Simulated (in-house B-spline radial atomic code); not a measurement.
## Ionising neutral gallium with different functionals

Computed with a radial B-spline atomic code at the basis-set limit: scalar-relativistic (spin-free X2C) Hamiltonian, Fermi nucleus of rms radius 3.9973 fm, spin-polarised at highest spin, spherical fractional occupations for the functionals, and exact exchange of hybrids averaged over the configuration. The ionisation energy is the difference of two self-consistent energies, [Ar] 3d10 4s2 4p1 → [Ar] 3d10 4s2, without Breit or QED terms; ε is the level of the shell that loses the electron (its least bound occupied spin orbital). There is no spin-orbit coupling in this Hamiltonian.

```json
{"method": "PBE0", "rung": "global hybrid", "ΔSCF (eV)": "5.90", "-ε(4p) (eV)": "3.70"}
{"method": "B3LYP", "rung": "global hybrid", "ΔSCF (eV)": "5.96", "-ε(4p) (eV)": "3.50"}
{"method": "TPSSh", "rung": "global hybrid", "ΔSCF (eV)": "5.82", "-ε(4p) (eV)": "3.17"}
{"method": "BHandHLYP", "rung": "global hybrid", "ΔSCF (eV)": "5.85", "-ε(4p) (eV)": "4.36"}
{"method": "r2SCAN0", "rung": "global hybrid", "ΔSCF (eV)": "5.92", "-ε(4p) (eV)": "3.80"}
{"method": "B97-1", "rung": "global hybrid", "ΔSCF (eV)": "5.74", "-ε(4p) (eV)": "3.37"}
{"method": "HSE06", "rung": "range-separated hybrid", "ΔSCF (eV)": "5.93", "-ε(4p) (eV)": "3.32"}
{"method": "wB97X", "rung": "range-separated hybrid", "ΔSCF (eV)": "?", "-ε(4p) (eV)": "?"}
{"method": "CAM-B3LYP", "rung": "range-separated hybrid", "ΔSCF (eV)": "?", "-ε(4p) (eV)": "?"}
{"method": "LC-wPBE", "rung": "range-separated hybrid", "ΔSCF (eV)": "6.03", "-ε(4p) (eV)": "6.04"}
```

(1) What does wB97X give?

(2) What does CAM-B3LYP give?

(3) Among the functionals, which spreads more, the ΔSCF values or the orbital energies?

(4) How do they compare with the NIST value?

Results:

(1) ΔSCF 5.88 eV, and -ε(4p) = 5.59 eV.

(2) ΔSCF 6.01 eV, and -ε(4p) = 4.81 eV.

(3) The orbital energies: ΔSCF values span about 0.29 eV and the orbital energies 2.86 eV; here energy differences depend much less on the functional than eigenvalues do.

(4) NIST lists 5.999 eV (measured, ground level to ground level). Errors run from -0.26 to +0.03 eV; CAM-B3LYP is closest (+0.01 eV), but part of that can be cancellation, since the calculations leave out spin-orbit coupling, Breit-QED terms, multiplet and fine-structure energies.
